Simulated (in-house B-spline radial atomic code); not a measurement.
The numbers below are computed, except where a source is named.
Weak and strong correlation along the adiabatic connection

Two-electron singlets in several external potentials (atomic units), by full CI in B-splines with partial waves to l = 8 (correlation energies up to 0.6 % small). The repulsion is scaled by λ at fixed density; W(λ) is the mean repulsion less the Hartree energy, W(0) = E_x, and the area under W from 0 to 1 is E_xc.

Relative drop (W(λ) − E_x)/E_x:

```tsv
system	λ = 0.12	λ = 0.25	λ = 0.4	λ = 0.6	λ = 0.8	λ = 1
−Z/r, Z = 0.75, wall at 12 bohr	0.0504	0.0939	0.1330	0.1719	0.2007	0.2229
−Z exp(−kr)/r, Z = 8.14, k = 0.913	0.0023	0.0048	0.0076	0.0113	0.0150	0.0186
−Z exp(−kr)/r, Z = 1.49, k = 0.244	0.0181	0.0360	0.0547	0.0770	0.0967	0.1141
−Z exp(−kr)/r, Z = 1.86, k = 0.358	0.0132	0.0266	0.0409	0.0585	0.0745	0.0891
−Z exp(−kr)/r, Z = 3.75, k = 0.987	0.0057	0.0118	0.0186	0.0272	0.0355	0.0435
−V exp(−r²/w²), V = 10.2, w = 13.0	0.0273	0.0530	0.0785	0.1070	0.1305	0.1502
−Z/r, Z = 0.569, wall at 6.75 bohr	0.0342	0.0649	0.0941	0.1253	0.1502	0.1705
```

Question: Order the systems by how far second-order (GL2) theory, half the initial slope (estimated from the first points of each curve), overshoots the correlation energy, least first.
A. −Z exp(−kr)/r, Z = 1.49, k = 0.244
B. −V exp(−r²/w²), V = 10.2, w = 13.0
C. −Z/r, Z = 0.75, wall at 12 bohr
D. −Z exp(−kr)/r, Z = 8.14, k = 0.913
E. −Z exp(−kr)/r, Z = 1.86, k = 0.358
F. −Z exp(−kr)/r, Z = 3.75, k = 0.987
G. −Z/r, Z = 0.569, wall at 6.75 bohr

Answer: D (GL2/E_c = 1.03), F (GL2/E_c = 1.08), E (GL2/E_c = 1.18), A (GL2/E_c = 1.24), B (GL2/E_c = 1.39), G (GL2/E_c = 1.53), C (GL2/E_c = 1.67).

Question: What else changes along this order?

Answer: The ratio follows the bend of the curve. With it the leading natural occupation goes from 1.999 to 1.831 and −T_c/E_c from 0.97 to 0.59 between the first and the last.
